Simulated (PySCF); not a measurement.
# Worked example: chemical shift, span and skew from a shielding tensor

C4H6F2, SMILES CCC=C(F)F. Atoms are numbered in the order given.

```xyz
12

C     -2.5423    -0.2807    -0.1746
C     -1.1690    -0.7997    -0.5889
C     -0.1256     0.2716    -0.6213
C      0.9565     0.2871     0.1457
F      1.2743    -0.6395     1.0234
F      1.8718     1.2287     0.1355
H     -2.5155     0.1409     0.8418
H     -2.8916     0.5132    -0.8535
H     -3.2918    -1.0865    -0.1897
H     -0.8485    -1.6030     0.0923
H     -1.2414    -1.2590    -1.5906
H     -0.2441     1.1228    -1.2964
```
Charge 0, spin multiplicity 1.

Geometry: PBE0-D3(BJ)/def2-SVP. The values are those of a single conformer.

GIAO shieldings from PBE/pcSseg-1 in PySCF, non-relativistic, no solvent. The symmetric part of the tensor of C4 has the principal values -70.7, 39.0, 73.2 ppm. The same nucleus in TMS has σ = 182.0 ppm at this level (PySCF, at its B3LYP-D3(BJ)/def2-TZVP geometry).

Q: Work out the isotropic shielding, the ¹³C shift against TMS, the span and the skew.

A: 
σ(iso) = (σ11 + σ22 + σ33)/3 = 13.8 ppm. δ = σ(ref) − σ(iso) = 182.0 − (13.8) = 168.2 ppm.
Span Ω = σ33 − σ11 = 143.9 ppm. Skew κ = 3(σ(iso) − σ22)/Ω = -0.52. Tumbling in solution averages the tensor to δ; in a static solid the shielding alone would spread this spin-1/2 line over Ω.
